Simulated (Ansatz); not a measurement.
Start from `BS[C]1=[CH][AlH]1` and change one atom or group to get `F[C]1=[CH][AlH]1`.

Ansatz, PBE0-D4/def2-TZVP geometries, multiplicity 1. Each molecule was computed in one conformer, which needn't be the lowest.

```csv
property,`BS[C]1=[CH][AlH]1`
LUMO energy (PBE0/def2-TZVPP) / eV,-1.45
LUMO energy (ωB97M-V/def2-TZVPP) / eV,0.30
HOMO energy (ωB97M-V/def2-TZVPP) / eV,-8.90
HOMO energy (PBE/def2-TZVPP) / eV,-5.72
"ideal-gas entropy at 298 K and 1 bar (rigid rotor, harmonic PBE0-D4/def2-TZVP) / J/(mol·K)",336
HOMO–LUMO gap (B3LYP/def2-TZVPP) / eV,4.98
```

Task: Give the same properties after the change, and the shifts. (An estimate is asked.)

Result: Computed: 
| property | `F[C]1=[CH][AlH]1` | shift |
| --- | --- | --- |
| LUMO energy (PBE0/def2-TZVPP) / eV | -0.98 | 0.47 |
| LUMO energy (ωB97M-V/def2-TZVPP) / eV | 0.61 | 0.31 |
| HOMO energy (ωB97M-V/def2-TZVPP) / eV | -9.55 | -0.65 |
| HOMO energy (PBE/def2-TZVPP) / eV | -6.07 | -0.35 |
| ideal-gas entropy at 298 K and 1 bar (rigid rotor, harmonic PBE0-D4/def2-TZVP) / J/(mol·K) | 284 | -52 |
| HOMO–LUMO gap (B3LYP/def2-TZVPP) / eV | 5.96 | 0.98 |

With PBE0 the HOMO falls by 0.54 eV and the LUMO rises by 0.47 eV, so the gap widens by about 1.01 eV. PBE moves the HOMO by -0.35 eV and ωB97M-V by -0.65 eV. The zero-point energy changes by -54.8 kJ/mol with -9 modes.

B3LYP here is the variant with VWN-RPA as its local correlation; programs differ in this.
